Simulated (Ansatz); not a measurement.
BFH4OSSi, SMILES `O[SiH2]SBF`. Charge 0, multiplicity 1.

```xyz
9

O     0.609   -0.235    1.812
Si    0.447   -1.005    0.375
S     0.674    0.315   -1.306
B    -0.890    1.196   -1.135
F    -1.149    2.178   -1.979
H     1.419    0.250    1.977
H    -0.907   -1.592    0.392
H     1.499   -2.029    0.165
H    -1.702    0.924   -0.301
```

Problem. Give the diagnostics of a CCSD(T)/def2-TZVPP run (frozen core, the Gaussian-basis code of Ansatz). (Best estimate.)

Solution. The calculation gave: T1 = 0.0132, largest single amplitude 0.030, largest double 0.025, (T) share of the correlation energy 3.6 %, 10 CCSD cycles. The RHF solution is stable towards an unrestricted one. T1 lies under the customary mark of 0.02 for closed shells.
